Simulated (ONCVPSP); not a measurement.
## What one change does to a pseudopotential (tungsten, ONCV)

ONCVPSP 4.0.1 input, shortened (lines: element, Z, core and valence counts, functional; n l f; lmax; l rc ep ncon nbas qcut; lloc lpopt rc5 dvloc0; l nproj debl; icmod fcfact rcfact), PBE, scalar-relativistic:

```
  W 74.00    9    5        4      upf
    1    0    2.00
    2    0    2.00
    2    1    6.00
    3    0    2.00
    3    1    6.00
    3    2   10.00
    4    0    2.00
    4    1    6.00
    4    2   10.00
    4    3   14.00
    5    0    2.00
    5    1    6.00
    5    2    4.00
    6    0    2.00
    3
    0    1.60    0.00    4    8    6.10
    1    1.75    0.00    3    6    6.30
    2    2.40    0.00    4    8    6.30
    3    0.85    0.00    4    8   20.40
    4    4    0.65    1.00
    0    2    3.10
    1    2    1.20
    2    2    0.40
    3    2    1.80
    1    0.65    0.00
```

In the p channel the program set the typed energies aside and used -1.588, 0.250 Ha.

All-electron outer shells of the reference configuration (PBE, scalar-relativistic, ld1.x):

```json
{"shell": "4d", "level (eV)": "-238.43", "outermost node (bohr)": "0.22", "outermost maximum (bohr)": "0.45"}
{"shell": "5s", "level (eV)": "-79.07", "outermost node (bohr)": "0.53", "outermost maximum (bohr)": "0.96"}
{"shell": "5p", "level (eV)": "-43.20", "outermost node (bohr)": "0.57", "outermost maximum (bohr)": "1.09"}
{"shell": "4f", "level (eV)": "-33.21", "outermost node (bohr)": "–", "outermost maximum (bohr)": "0.43"}
{"shell": "6s", "level (eV)": "-5.71", "outermost node (bohr)": "1.28", "outermost maximum (bohr)": "2.67"}
{"shell": "5d", "level (eV)": "-4.48", "outermost node (bohr)": "0.63", "outermost maximum (bohr)": "1.49"}
```

Change: p: qcut 8.

Cutoffs: the cutoffs (Ha) at which the residual kinetic energy of the hardest occupied pseudo-wave falls to 1 and 0.1 mHa per electron; they do not see the model core or the augmentation charge, which bear on the density cutoff. Errors are all-electron minus pseudo energies relative to the spin-unpolarised reference configuration.

Task: What does the change do?

Result: The potential gets neither clearly harder nor softer (181 Ha and 196 Ha → 181 Ha and 196 Ha); both files keep a bound ghost (s); the lowest positive-energy flag moves from p at 18.1 eV to p at 32.7 eV; the errors of the 4 common tests hardly move.

```csv
quantity,base,changed
"cutoff, loose",181 Ha,181 Ha
"cutoff, tight",196 Ha,196 Ha
loose cutoff by channel,"s 17 Ha, p 11 Ha, d 13 Ha, f 181 Ha","s 17 Ha, p 19 Ha, d 13 Ha, f 181 Ha"
bound ghosts,s,s
GHOST(+) flags under 300 eV,p at 18.1 eV,p at 32.7 eV
"error for 4f14 5s2 5p6 5d4 6s1, meV [ΔE 8.88 eV]",-3.9,-4.0
"error for 4f14 5s2 5p6 5d4 6s0, meV [ΔE 24.56 eV]",-13,-13
"error for 4f14 5s2 5p6 5d3 6s0, meV [ΔE 49.95 eV]",-13,-13
"error for 4f14 5s2 5p6 5d4 6s0 6p2, meV [ΔE 9.26 eV]",-4.7,-5.1
s: phases at 1.62 bohr within 0.05 rad from the reference energy up to (Ha; the scan ends near 5),to the end of the scan,to the end of the scan
p: phases at 1.77 bohr within 0.05 rad from the reference energy up to (Ha; the scan ends near 5),0.6,1.2
d: phases at 2.44 bohr within 0.05 rad from the reference energy up to (Ha; the scan ends near 5),to the end of the scan,to the end of the scan
f: phases at 0.86 bohr within 0.05 rad from the reference energy up to (Ha; the scan ends near 5),to the end of the scan,to the end of the scan
"rms error of d²Exc/dni dnj with the model core, mHa",1.51,1.48
```

 A true bound ghost makes a file unfit for plane-wave use even where its test errors are small: the radial tests pick states by their node count and pass the ghost by.
